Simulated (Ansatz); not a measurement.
Ideal-gas functions of `[NH2][Mo](=[O])(=[O])[Cl]` at 298.15 K and 1 bar, from an Ansatz frequency run at PBE0-D4/def2-TZVP.

Molar mass 179.41 g/mol, point group Cs (symmetry number 1), electronic degeneracy 1, moments of inertia 135.887, 248.005, 259.84 u Å². Harmonic wavenumbers (cm⁻¹, unscaled): 166, 183, 232, 252, 337, 383, 435, 502, 665, 738, 1042, 1068, 1537, 3569, 3677.

Use S(trans) = R[1.5 ln M + 2.5 ln T − 1.1517]; rotational temperatures θ = 24.2544 K / I; S(rot) = R[ln(√π/σ · √(T³/θAθBθC)) + 1.5]; for each mode x = 1.438777 ν̃/T, S = R[x/(eˣ − 1) − ln(1 − e⁻ˣ)] and H = RT x/(eˣ − 1); 1 cm⁻¹ = 0.0119627 kJ/mol; R = 8.31446 J/(mol·K).

Q: By hand: the entropy, in J/(mol·K).

A: Translation 173.6. Rotation: θ = 0.1785, 0.0978, 0.0933 K, giving 115.0. Vibration, mode by mode: 10.38, 9.61, 7.80, 7.18, 5.13, 4.30, 3.52, 2.73, 1.47, 1.11, 0.33, 0.30, 0.04, 0.00, 0.00, in all 53.9. Electronic 0.0. Sum 342.5 J/(mol·K).

Q: By hand: H − E and G − E in kJ/mol, counted from the electronic energy.

A: Zero-point energy ½ × 14786 × 0.0119627 = 88.4; thermal vibration 9.7; translation, rotation and pV give 4 RT = 9.9. H − E = 108.0 kJ/mol, and G − E = 108.0 − 298.15 × 342.5/1000 = 5.9 kJ/mol.

Vibration gives 16 % of the entropy. The sum counts one conformer and one mirror image; others add a mixing term.
